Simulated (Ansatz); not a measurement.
Steps of a relaxation of `C=C=C[SiH](C)F` with RKS PBE-D4/def2-SVP.

```sh
$ ansatz run in.yaml --threads 4 --pin off --events-out ev --progress --plain --max-ram 10444MiB
```

```yaml
crystal:
  periodic: [false, false, false]
  atoms:
    - {symbol: C, position_ang: [0.283500, -2.302000, 1.383900]}
    - {symbol: C, position_ang: [0.141200, -0.967800, 1.287900]}
    - {symbol: C, position_ang: [0.016200, 0.329000, 1.211800]}
    - {symbol: Si, position_ang: [0.479900, 1.244200, -0.311300]}
    - {symbol: C, position_ang: [-0.624000, 0.675000, -1.755800]}
    - {symbol: F, position_ang: [0.078800, 2.797500, -0.034200]}
    - {symbol: H, position_ang: [1.214000, -2.731400, 1.580600]}
    - {symbol: H, position_ang: [-0.606100, -2.864700, 1.259200]}
    - {symbol: H, position_ang: [-0.233800, 0.930200, 2.131300]}
    - {symbol: H, position_ang: [1.849300, 1.123700, -0.624200]}
    - {symbol: H, position_ang: [-0.442000, -0.365000, -1.967600]}
    - {symbol: H, position_ang: [-1.674400, 0.788900, -1.502100]}
    - {symbol: H, position_ang: [-0.462100, 1.307800, -2.644700]}
basis:
  gaussian: {orbitals: def2-SVP}
hamiltonian: {xc: pbe, dispersion: d4}
relax: {f_tol: 0.03, max_steps: 200}
```

Positions (Å) and forces (eV/Å) along the path, 12 of 34 steps:

```xyz
13
step=1 energy=-14836.7158 eV
C     0.283   -2.302    1.384   -1.213    3.541   -0.517
C     0.141   -0.968    1.288    0.371   -2.052    0.546
C     0.016    0.329    1.212    0.005    0.679    0.966
Si    0.480    1.244   -0.311   -2.584   -0.273   -0.892
C    -0.624    0.675   -1.756    0.720    1.100    0.533
F     0.079    2.797   -0.034    0.139    0.730    0.166
H     1.214   -2.731    1.581    1.930   -1.068    0.516
H    -0.606   -2.865    1.259   -1.110   -1.213   -0.272
H    -0.234    0.930    2.131    0.119   -0.362   -0.397
H     1.849    1.124   -0.624    1.891   -0.011   -0.344
H    -0.442   -0.365   -1.968    0.218   -1.037   -0.419
H    -1.674    0.789   -1.502   -0.700    0.045    0.376
H    -0.462    1.308   -2.645    0.214   -0.079   -0.263
13
step=2 energy=-14837.0036 eV
C     0.267   -2.291    1.416   -0.769    0.813   -0.602
C     0.164   -0.970    1.337    0.127   -0.559    0.330
C     0.077    0.340    1.260   -0.091    0.135    0.243
Si    0.424    1.253   -0.326   -0.465   -0.195   -0.341
C    -0.644    0.676   -1.773    0.146    0.399    0.402
F     0.088    2.828   -0.027   -0.041    0.295    0.042
H     1.204   -2.757    1.722    0.256   -0.341    0.031
H    -0.607   -2.886    1.065    0.370   -0.106    0.359
H    -0.186    0.932    2.165   -0.109   -0.131   -0.162
H     1.850    1.142   -0.652    0.659    0.042   -0.190
H    -0.455   -0.383   -1.997    0.066   -0.273   -0.101
H    -1.706    0.792   -1.501   -0.228   -0.033    0.023
H    -0.457    1.289   -2.676    0.077   -0.046   -0.033
13
step=4 energy=-14837.0673 eV
C     0.262   -2.277    1.372   -0.200    0.129   -0.188
C     0.166   -0.963    1.334    0.009   -0.190    0.078
C     0.066    0.347    1.256   -0.030    0.152    0.138
Si    0.433    1.275   -0.327   -0.094   -0.002   -0.145
C    -0.641    0.668   -1.737    0.074    0.101    0.006
F     0.094    2.860   -0.043   -0.022    0.047    0.043
H     1.199   -2.781    1.643    0.117   -0.084    0.050
H    -0.609   -2.899    1.100    0.056   -0.058    0.070
H    -0.239    0.917    2.156    0.003    0.010   -0.030
H     1.886    1.197   -0.669    0.152   -0.002   -0.038
H    -0.468   -0.416   -1.904   -0.039    0.006   -0.007
H    -1.710    0.825   -1.488   -0.031   -0.060   -0.008
H    -0.418    1.212   -2.678    0.005   -0.049    0.033
13
step=10 energy=-14837.0840 eV
C     0.153   -2.253    1.289   -0.034   -0.037    0.010
C     0.139   -0.935    1.323    0.004   -0.005   -0.002
C     0.147    0.384    1.294    0.015    0.031    0.046
Si    0.408    1.326   -0.310    0.048    0.025   -0.012
C    -0.585    0.587   -1.712   -0.010   -0.028    0.008
F    -0.090    2.873   -0.037   -0.009   -0.024    0.009
H     1.092   -2.817    1.432   -0.028    0.022   -0.041
H    -0.774   -2.835    1.143    0.037    0.029    0.031
H     0.037    0.952    2.241   -0.018   -0.035   -0.067
H     1.873    1.408   -0.649   -0.023    0.011    0.002
H    -0.309   -0.480   -1.850   -0.005    0.022    0.008
H    -1.669    0.634   -1.483    0.017   -0.008   -0.003
H    -0.402    1.120   -2.667    0.005   -0.003    0.011
13
step=11 energy=-14837.0855 eV
C     0.099   -2.238    1.257   -0.028   -0.058   -0.031
C     0.139   -0.919    1.311    0.008   -0.017    0.045
C     0.196    0.400    1.310    0.006    0.085    0.240
Si    0.393    1.355   -0.298    0.068    0.124   -0.025
C    -0.553    0.542   -1.696    0.002   -0.079    0.023
F    -0.194    2.879   -0.041    0.034   -0.169   -0.004
H     1.027   -2.844    1.313   -0.173    0.117   -0.032
H    -0.863   -2.783    1.164    0.176    0.098    0.052
H     0.177    0.955    2.283   -0.014   -0.194   -0.344
H     1.856    1.527   -0.637   -0.118   -0.003    0.024
H    -0.226   -0.517   -1.811   -0.046    0.127    0.019
H    -1.643    0.545   -1.479    0.075   -0.018   -0.006
H    -0.387    1.064   -2.661    0.010   -0.013    0.040
13
step=16 energy=-14837.1038 eV
C    -0.011   -2.214    1.237   -0.007   -0.028   -0.004
C     0.145   -0.908    1.307   -0.008   -0.035   -0.046
C     0.310    0.400    1.309    0.046    0.007   -0.071
Si    0.360    1.389   -0.288    0.032    0.100    0.048
C    -0.482    0.488   -1.692    0.016   -0.023    0.010
F    -0.423    2.809    0.003   -0.018    0.009    0.001
H     0.859   -2.888    1.150   -0.019    0.011   -0.013
H    -1.011   -2.678    1.276    0.005    0.005    0.030
H     0.473    0.919    2.273   -0.024    0.038    0.008
H     1.776    1.773   -0.626   -0.005   -0.022    0.013
H    -0.053   -0.530   -1.789   -0.040   -0.033   -0.018
H    -1.567    0.393   -1.485    0.007   -0.048   -0.003
H    -0.354    1.013   -2.660    0.015    0.020    0.044
13
step=22 energy=-14837.1157 eV
C    -0.141   -2.177    1.235    0.014    0.038    0.001
C     0.150   -0.893    1.292   -0.026   -0.015    0.028
C     0.433    0.397    1.299    0.000   -0.067   -0.040
Si    0.320    1.414   -0.271   -0.001    0.148    0.040
C    -0.393    0.434   -1.693    0.006   -0.031    0.042
F    -0.637    2.728    0.020   -0.019   -0.091    0.013
H     0.631   -2.931    1.005   -0.005    0.009   -0.017
H    -1.163   -2.540    1.435   -0.007   -0.004    0.012
H     0.781    0.866    2.240   -0.028    0.016   -0.021
H     1.668    1.992   -0.585    0.091   -0.004   -0.042
H     0.218   -0.468   -1.896    0.025   -0.007    0.002
H    -1.420    0.098   -1.451   -0.036   -0.008   -0.010
H    -0.428    1.046   -2.615   -0.014    0.016   -0.008
13
step=24 energy=-14837.1151 eV rejected
C    -0.186   -2.172    1.245    0.057    0.013    0.038
C     0.136   -0.894    1.298    0.000    0.013   -0.061
C     0.462    0.385    1.285    0.081   -0.028   -0.087
Si    0.325    1.428   -0.275   -0.026    0.057    0.092
C    -0.365    0.429   -1.697    0.001    0.085    0.021
F    -0.692    2.681    0.072    0.010   -0.020   -0.053
H     0.567   -2.936    0.979   -0.044    0.042    0.021
H    -1.201   -2.527    1.495    0.005    0.034   -0.035
H     0.851    0.849    2.213   -0.011   -0.005   -0.006
H     1.648    2.078   -0.614   -0.102   -0.115    0.066
H     0.293   -0.431   -1.916    0.069   -0.098   -0.019
H    -1.370    0.036   -1.453   -0.053   -0.036    0.050
H    -0.448    1.039   -2.617    0.011    0.058   -0.028
13
step=25 energy=-14837.1194 eV
C    -0.162   -2.169    1.234   -0.003   -0.001   -0.006
C     0.147   -0.889    1.290   -0.006    0.002    0.015
C     0.451    0.394    1.290    0.005   -0.008   -0.003
Si    0.324    1.423   -0.270    0.033    0.011   -0.016
C    -0.379    0.427   -1.687   -0.003   -0.005    0.000
F    -0.669    2.703    0.037    0.000    0.000    0.002
H     0.597   -2.930    0.984    0.001   -0.002    0.004
H    -1.185   -2.521    1.449   -0.003    0.002   -0.002
H     0.806    0.864    2.229    0.004   -0.002    0.002
H     1.668    2.018   -0.596   -0.027   -0.001    0.006
H     0.265   -0.449   -1.907    0.003    0.011    0.000
H    -1.390    0.051   -1.433    0.002   -0.004   -0.003
H    -0.453    1.045   -2.604   -0.004   -0.004    0.001
13
step=30 energy=-14837.1225 eV
C    -0.228   -2.149    1.248   -0.023    0.006    0.026
C     0.146   -0.887    1.291    0.007   -0.005   -0.013
C     0.511    0.380    1.274   -0.003    0.005   -0.003
Si    0.312    1.428   -0.267   -0.035   -0.006    0.016
C    -0.334    0.414   -1.698   -0.006   -0.003   -0.030
F    -0.759    2.637    0.067    0.007   -0.006   -0.001
H     0.474   -2.948    0.957    0.014   -0.007   -0.009
H    -1.253   -2.449    1.527   -0.003   -0.002   -0.008
H     0.939    0.829    2.192    0.011    0.005    0.010
H     1.611    2.112   -0.586    0.020    0.014   -0.006
H     0.410   -0.354   -1.995   -0.017    0.013   -0.001
H    -1.272   -0.108   -1.420    0.022    0.011   -0.005
H    -0.537    1.061   -2.576    0.006   -0.025    0.023
13
step=33 energy=-14837.1230 eV
C    -0.248   -2.143    1.255   -0.008    0.006    0.004
C     0.146   -0.886    1.293    0.008   -0.002   -0.011
C     0.530    0.376    1.271    0.000    0.000    0.003
Si    0.307    1.428   -0.265    0.004    0.014    0.006
C    -0.320    0.411   -1.702   -0.013   -0.024   -0.021
F    -0.787    2.613    0.078    0.005   -0.012   -0.005
H     0.438   -2.951    0.948    0.000    0.005   -0.002
H    -1.274   -2.427    1.545    0.002   -0.003    0.004
H     0.982    0.818    2.180   -0.003   -0.002   -0.005
H     1.593    2.142   -0.582   -0.006   -0.004    0.003
H     0.447   -0.327   -2.020   -0.027    0.024    0.010
H    -1.235   -0.149   -1.418    0.031    0.017   -0.012
H    -0.558    1.060   -2.570    0.008   -0.019    0.026
13
step=34 energy=-14837.1231 eV
C    -0.255   -2.140    1.256    0.003    0.002    0.006
C     0.146   -0.886    1.293    0.006    0.000   -0.009
C     0.536    0.375    1.269    0.002   -0.002    0.006
Si    0.305    1.429   -0.264    0.011    0.017    0.003
C    -0.315    0.410   -1.703   -0.008   -0.018   -0.006
F    -0.798    2.605    0.082    0.005   -0.011   -0.007
H     0.425   -2.951    0.943   -0.007    0.010    0.001
H    -1.279   -2.421    1.556    0.003   -0.001   -0.001
H     0.997    0.814    2.176   -0.006   -0.007   -0.012
H     1.586    2.153   -0.579   -0.016   -0.011    0.006
H     0.458   -0.319   -2.026   -0.016    0.016    0.009
H    -1.223   -0.161   -1.419    0.018    0.010   -0.008
H    -0.563    1.058   -2.568    0.004   -0.005    0.011
```

It took 39 s on 4 threads of an Arm Neoverse V2 on a shared host, with 0.17 GiB of host memory at the peak.
